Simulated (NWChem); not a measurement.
System: CH₄AlFOS; SMILES C[O][Al]([F])[SH]

NWChem input:

```
start job
memory heap 200 mb stack 900 mb global 1100 mb
geometry units angstroms noautoz
  Al    -0.182499    -0.103829     0.051388
  F     -1.805639    -0.055965     0.405920
  O      0.737148     1.285903    -0.092771
  C      0.726421     2.672771    -0.037048
  H      1.045025     3.101312    -1.003151
  H     -0.271638     3.082837     0.200518
  H      1.430697     3.034246     0.732360
  S      0.764508    -2.028443    -0.231395
  H     -0.390453    -2.695606    -0.007336
end
basis spherical
  Al library def2-svp
  F library def2-svp
  O library def2-svp
  C library def2-svp
  H library def2-svp
  S library def2-svp
end
dft
  xc b3lyp
  iterations 150
  mulliken
end
task dft energy
```

NWChem printed, in part:

```
             Northwest Computational Chemistry Package (NWChem) 7.3.0
             --------------------------------------------------------

 C1  symmetry detected

                             Geometry "geometry" -> ""
                             -------------------------

 Output coordinates in angstroms (scale by  1.889725989 to convert to a.u.)

  No.       Tag          Charge          X              Y              Z
 ---- ---------------- ---------- -------------- -------------- --------------
    1 Al                  13.0000    -0.29102669    -0.07358998     0.00028158
    2 F                    9.0000    -1.95157267    -0.00179658    -0.00006576
    3 O                    8.0000     0.65817096     1.30369388     0.00093967
    4 C                    6.0000     0.65582450     2.69171939    -0.00068198
    5 H                    1.0000     1.17807417     3.07849647    -0.89296538
    6 H                    1.0000    -0.36390790     3.11697485     0.00345669
    7 H                    1.0000     1.18615885     3.08027101     0.88612727
    8 S                   16.0000     0.66662026    -2.01365175    -0.00014690
    9 H                    1.0000    -0.51906296    -2.66434272    -0.00076225

 Effective nuclear repulsion energy (a.u.)     270.7893870287

                                 NWChem DFT Module
                                 -----------------

 Summary of "ao basis" -> "ao basis" (spherical)
 ------------------------------------------------------------------------------
       Tag                 Description            Shells   Functions and Types
 ---------------- ------------------------------  ------  ---------------------
 Al                         def2-svp                 8       18   4s3p1d
 F                          def2-svp                 6       14   3s2p1d
 O                          def2-svp                 6       14   3s2p1d
 C                          def2-svp                 6       14   3s2p1d
 H                          def2-svp                 3        5   2s1p
 S                          def2-svp                 8       18   4s3p1d

            General Information
            -------------------
          SCF calculation type: DFT
          Wavefunction type:  closed shell.
          No. of atoms     :     9
          No. of electrons :    56
           Alpha electrons :    28
            Beta electrons :    28
          Charge           :     0
          Spin multiplicity:     1
          Use of symmetry is: off; symmetry adaption is: off
          Maximum number of iterations: 150
          AO basis - number of functions:    98
                     number of shells:    46
          Convergence on energy requested:  1.00D-06
          Convergence on density requested:  1.00D-05
          Convergence on gradient requested:  5.00D-04

              XC Information
              --------------
                         B3LYP Method XC Potential
                     Hartree-Fock (Exact) Exchange  0.200
                        Slater Exchange Functional  0.800 local
                    Becke 1988 Exchange Functional  0.720 non-local
              Lee-Yang-Parr Correlation Functional  0.810
                  VWN I RPA Correlation Functional  0.190 local

             Grid Information
             ----------------
          Grid used for XC integration:  medium
          Radial quadrature: Mura-Knowles
          Angular quadrature: Lebedev.
          Tag              B.-S. Rad. Rad. Pts. Rad. Cut. Ang. Pts.
          ---              ---------- --------- --------- ---------
          Al                  1.25       88          10.0       590
          F                   0.50       49          11.0       434
          O                   0.60       49          11.0       434
          C                   0.70       49          13.0       434
          H                   0.35       45          14.0       434
          S                   1.00       88          12.0       590
          Grid pruning is: on
          Number of quadrature shells:   503
          Spatial weights used:  Erf1

      Superposition of Atomic Density Guess
      -------------------------------------

 Sum of atomic energies:        -852.74432746

      Non-variational initial energy
      ------------------------------

 Total energy =    -854.147577
 1-e energy   =   -1719.264659
 2-e energy   =     594.327696
 HOMO         =      -0.337467
 LUMO         =      -0.029871

     ---------------------------------------------
      Total Density - Mulliken Population Analysis
     ---------------------------------------------

    Atom       Charge   Shell Charges
 -----------   ------   -------------------------------------------------------
    1 Al  13    11.53   2.00  1.99  0.60  0.06  5.93  0.49  0.23  0.23
    2 F    9     9.67   1.99  1.15  0.79  3.56  2.18  0.00
    3 O    8     8.90   1.99  1.10  0.66  3.12  2.02  0.01
    4 C    6     5.84   1.99  0.91  0.21  1.84  0.84  0.05
    5 H    1     0.93   0.69  0.22  0.02
    6 H    1     0.93   0.69  0.22  0.02
    7 H    1     0.93   0.69  0.22  0.02
    8 S   16    16.47   2.00  1.99  1.20  0.64  5.94  1.80  2.88  0.02
    9 H    1     0.78   0.57  0.18  0.03

   convergence    iter        energy       DeltaE   RMS-Dens  Diis-err
 ---------------- ----- ----------------- --------- --------- ---------
 d= 0,ls=0.0,diis     1   -855.9230948952 -1.13D+03  1.53D-02  9.57D-01
 d= 0,ls=0.0,diis     2   -855.8374626436  8.56D-02  8.10D-03  2.18D+00
 d= 0,ls=0.0,diis     3   -856.0309978124 -1.94D-01  1.34D-03  2.38D-02
 d= 0,ls=0.0,diis     4   -856.0326648367 -1.67D-03  6.19D-04  5.38D-03
 d= 0,ls=0.0,diis     5   -856.0333718914 -7.07D-04  1.29D-04  3.65D-04
  Resetting Diis
 d= 0,ls=0.0,diis     6   -856.0334065585 -3.47D-05  4.21D-05  3.72D-05
 d= 0,ls=0.0,diis     7   -856.0334101076 -3.55D-06  2.13D-05  1.95D-06
 d= 0,ls=0.0,diis     8   -856.0334100117  9.59D-08  1.13D-05  3.20D-06
 d= 0,ls=0.0,diis     9   -856.0334103373 -3.26D-07  2.00D-06  9.65D-08

         Total DFT energy =     -856.033410337257
      One electron energy =    -1723.647142711486
           Coulomb energy =      667.318766126785
    Exchange-Corr. energy =      -70.494420781268
 Nuclear repulsion energy =      270.789387028712

 Numeric. integr. density =       56.000003721738

                       DFT Final Molecular Orbital Analysis
                       ------------------------------------

 Vector   26  Occ=2.000000D+00  E=-3.011862D-01
              MO Center=  5.1D-01,  1.7D+00,  1.5D-02, r^2= 1.9D+00
   Bfn.  Coefficient  Atom+Function         Bfn.  Coefficient  Atom+Function
  ----- ------------  ---------------      ----- ------------  ---------------
    36      0.520386  3 O  px                39      0.380982  3 O  px
    66      0.258358  6 H  s                 50     -0.219452  4 C  px
    67      0.183375  6 H  s                 71     -0.137594  7 H  s
     3     -0.116381  1 Al s                 61     -0.107235  5 H  s
    72     -0.088940  7 H  s                 11      0.087157  1 Al px

 Vector   27  Occ=2.000000D+00  E=-3.010627D-01
              MO Center=  6.5D-01,  1.4D+00, -1.4D-02, r^2= 2.9D+00
   Bfn.  Coefficient  Atom+Function         Bfn.  Coefficient  Atom+Function
  ----- ------------  ---------------      ----- ------------  ---------------
    38      0.487294  3 O  pz                41      0.376089  3 O  pz
    61      0.217070  5 H  s                 52     -0.213324  4 C  pz
    71     -0.199355  7 H  s                 88      0.162228  8 S  pz
    62      0.137051  5 H  s                 72     -0.125552  7 H  s
    85      0.124604  8 S  pz                13      0.120969  1 Al pz

 Vector   28  Occ=2.000000D+00  E=-2.711991D-01
              MO Center=  6.0D-01, -1.5D+00, -2.1D-04, r^2= 2.8D+00
   Bfn.  Coefficient  Atom+Function         Bfn.  Coefficient  Atom+Function
  ----- ------------  ---------------      ----- ------------  ---------------
    88      0.601315  8 S  pz                85      0.418042  8 S  pz
    82      0.239769  8 S  pz                38     -0.195413  3 O  pz
    41     -0.154725  3 O  pz                61     -0.072492  5 H  s
    71      0.072068  7 H  s                 15     -0.068410  1 Al d -1
    13      0.065616  1 Al pz                52      0.063936  4 C  pz

 Vector   29  Occ=0.000000D+00  E=-2.651894D-02
              MO Center= -3.3D-01, -1.6D-01,  3.0D-04, r^2= 4.9D+00
   Bfn.  Coefficient  Atom+Function         Bfn.  Coefficient  Atom+Function
  ----- ------------  ---------------      ----- ------------  ---------------
     4      1.189963  1 Al s                 79     -0.374697  8 S  s
    35     -0.336770  3 O  s                 87     -0.297584  8 S  py
    21     -0.253650  2 F  s                 86      0.227676  8 S  px
     2      0.210786  1 Al s                 78     -0.209782  8 S  s
    49     -0.199821  4 C  s                 34     -0.138334  3 O  s

 Vector   30  Occ=0.000000D+00  E= 2.984226D-03
              MO Center= -2.1D-01, -1.4D-01, -5.1D-04, r^2= 4.3D+00
   Bfn.  Coefficient  Atom+Function         Bfn.  Coefficient  Atom+Function
  ----- ------------  ---------------      ----- ------------  ---------------
    13      0.822007  1 Al pz                10      0.339933  1 Al pz
    88     -0.327317  8 S  pz                38     -0.200862  3 O  pz
    41     -0.200934  3 O  pz                24      0.180927  2 F  pz
     7     -0.175418  1 Al pz                27     -0.169400  2 F  pz
    85     -0.161388  8 S  pz                62     -0.147642  5 H  s

 Vector   31  Occ=0.000000D+00  E= 2.503167D-02
              MO Center= -9.2D-02, -2.0D+00, -3.4D-04, r^2= 3.8D+00
   Bfn.  Coefficient  Atom+Function         Bfn.  Coefficient  Atom+Function
  ----- ------------  ---------------      ----- ------------  ---------------
    95      1.178134  9 H  s                 79     -0.779173  8 S  s
    86      0.625536  8 S  px                87      0.476130  8 S  py
    11      0.392029  1 Al px                94      0.337986  9 H  s
     3     -0.335320  1 Al s                 67     -0.169587  6 H  s
    84      0.166467  8 S  py                83      0.159327  8 S  px

     ---------------------------------------------
      Total Density - Mulliken Population Analysis
     ---------------------------------------------

    Atom       Charge   Shell Charges
 -----------   ------   -------------------------------------------------------
    1 Al  13    12.14   2.00  1.98  0.68 -0.02  5.92  0.81  0.39  0.38
    2 F    9     9.40   1.99  1.12  0.81  3.35  2.12  0.00
    3 O    8     8.53   1.99  1.06  0.68  2.93  1.87  0.01
    4 C    6     5.79   1.98  0.90  0.10  2.07  0.68  0.06
    5 H    1     0.99   0.75  0.21  0.02
    6 H    1     0.99   0.75  0.21  0.02
    7 H    1     0.99   0.75  0.21  0.02
    8 S   16    16.27   2.00  1.98  1.26  0.60  5.93  1.83  2.63  0.04
    9 H    1     0.92   0.71  0.17  0.03

     -------------------------------------------
      Total Density - Lowdin Population Analysis
     -------------------------------------------

    Atom       Charge   Shell Charges
 -----------   ------   -------------------------------------------------------
    1 Al  13    12.65   2.00  1.93  0.50  0.19  5.81  0.94  0.63  0.65
    2 F    9     9.23   1.98  1.01  0.77  3.22  2.25  0.00
    3 O    8     8.24   1.97  0.88  0.57  2.78  2.03  0.01
    4 C    6     5.92   1.96  0.57  0.30  1.83  1.13  0.14
    5 H    1     0.99   0.66  0.27  0.06
    6 H    1     0.99   0.66  0.27  0.06
    7 H    1     0.99   0.66  0.27  0.06
    8 S   16    16.00   2.00  1.95  0.98  0.67  5.81  1.90  2.64  0.05
    9 H    1     1.00   0.61  0.30  0.08

     Multipole analysis of the density
     ---------------------------------

     L   x y z        total         alpha         beta         nuclear
     -   - - -        -----         -----         ----         -------
     0   0 0 0     -0.000000    -28.000000    -28.000000     56.000000

     1   1 0 0     -0.014100     -0.007050     -0.007050      0.000000
     1   0 1 0      0.388646      0.194323      0.194323      0.000000
     1   0 0 1     -0.000764     -0.000382     -0.000382      0.000000

     2   2 0 0    -35.689348   -110.213346   -110.213346    184.737345
     2   1 1 0      2.402963     -5.615275     -5.615275     13.633514
     2   1 0 1     -0.001291      0.001081      0.001081     -0.003453
     2   0 2 0    -28.193813   -295.846114   -295.846114    563.498416
     2   0 1 1     -0.002404      0.004909      0.004909     -0.012222
     2   0 0 2    -29.949141    -17.800412    -17.800412      5.651682
```

Level: B3LYP/def2-SVP. The geometry was optimised at PBE0/def2-SVP.
